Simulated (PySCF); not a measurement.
An unknown is described by computed data only.

Elements present: C, H, O, P and S. Monoisotopic mass: 187.9615 u.

| Item | Value |
| --- | --- |
| 1H NMR | chemical shifts (computed TMS as zero) by class: 9.62 (1 H), 9.22 (2 H), 2.71 (3 H) ppm [GIAO B3LYP/pcSseg-1] |
| NMR, other nuclei | isotropic shieldings of nuclei other than C and H, by class: -327 (1 O), 71 (2 P), 339 (1 S) ppm [GIAO B3LYP/pcSseg-1] |
| Rotational structure | rotational constants A, B, C: 1.972, 0.505, 0.403 GHz [PBE0-D3(BJ)/def2-SVP] |
| Valence photoelectron | vertical ionisation energy: 8.20 eV [ΔSCF PBE0/def2-SVPD] |
| 13C NMR | chemical shifts (computed TMS as zero) by class: 238.1 (1 C), 192.5 (1 C), 165.5 (2 C), 137.7 (1 C), 23.3 (1 C) ppm [GIAO B3LYP/pcSseg-1] |
| Dipole | 2.54 D [PBE0/def2-SVPD] |

Gas-phase values; electronic properties from PySCF, density fitting. Levels stand in brackets. The structure is a single PBE0-D3(BJ)/def2-SVP conformer in the gas phase; no vibrational or solvent corrections. NMR values are class means; diastereotopic atoms form classes of their own.

Question: Which formula fits the mass and the elements?

Answer: C6H6OP2S (calculated 187.9615). No other formula that holds each of these elements comes within 0.0003 u with a fitting electron parity and a possible valence count.

Question: Give a SMILES that accounts for the data.

Answer: Numbering: `[CH3:1][S:2][c:3]1[p:4][cH:5][c:6]([CH:7]=[O:8])[cH:9][p:10]1`. 6 carbons fall into 5 classes; from least to most shielded: substituted aromatic carbon [C3] (238.1 ppm), aldehyde carbon [C7] (192.5 ppm), aromatic CH carbon [C5/C9] (165.5 ppm, 2 C, up to 7.7 ppm apart in this geometry), substituted aromatic carbon [C6] (137.7 ppm), S-methyl carbon [C1] (23.3 ppm). Hydrogen classes from least to most shielded: 1 H on an aldehyde carbon, C7 (9.62 ppm), 2 H on 2 aromatic CH carbons, C5/C9 (9.22 ppm, a mean of values up to 0.8 ppm apart in this geometry), 3 H on an S-methyl carbon, C1 (2.71 ppm). The other shieldings belong to: -327 ppm, aldehyde oxygen [O8]; 71 ppm, phosphorus bonded to 2 C [P4/P10]; 339 ppm, sulfide sulfur [S2]. The first electron is taken from the HOMO, whose largest Löwdin shares are 0.40 on the sulfide sulfur, 0.13 on a substituted aromatic carbon, 0.12 on a phosphorus bonded to 2 C and 0.09 on a phosphorus bonded to 2 C. By its constants the optimised geometry is an asymmetric top. Structure: `c1(SC)pcc(cp1)C=O`. The assignments are read from this structure; whether some other isomer fits the data as well wasn't checked.

The values belong to the conformer `[CH3:1][S:2][c:3]1[p:4][cH:5][c:6]([CH:7]=[O:8])[cH:9][p:10]1`: C1–S2–C3–P4 -1°, C5–C6–C7–O8 0°.
